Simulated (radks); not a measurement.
The numbers below are computed, except where a source is named.
Coulomb parameter of the 4f shell of the ytterbium ion Yb3+ in the model configuration [Xe] 4f11 6p2, as a second difference U = [E(n + 1) + E(n - 1) - 2 E(n)] / (1)^2 with all orbitals relaxed. "Bare": the charge of the atom changes with n. "Screened": the 6p shell takes up the change at fixed total charge, which measures U(4f,4f) + U(6p,6p) - 2 U(4f,6p). Level of theory: scalar-relativistic Kohn-Sham, SCAN, spin-unpolarised, spherical densities, finite nucleus; meta-GGA in the generalised Kohn-Sham scheme; Fermi nuclear charge, rms radius 5.3108 fm (a radial shooting solver on a logarithmic mesh with Libxc functionals).

case,configuration,E - E(n) (eV)
start,[Xe] 4f11 6p2,0.000
bare +1,[Xe] 4f12 6p2,-50.998
bare -1,[Xe] 4f10 6p2,73.587
screened +1,[Xe] 4f12 6p1,-33.247
screened -1,[Xe] 4f10 6p3,44.859

U(bare) = 22.589 eV, U(screened by 6p) = 11.612 eV, against the Slater integral F0(4f,4f) = 37.453 eV with frozen orbitals.
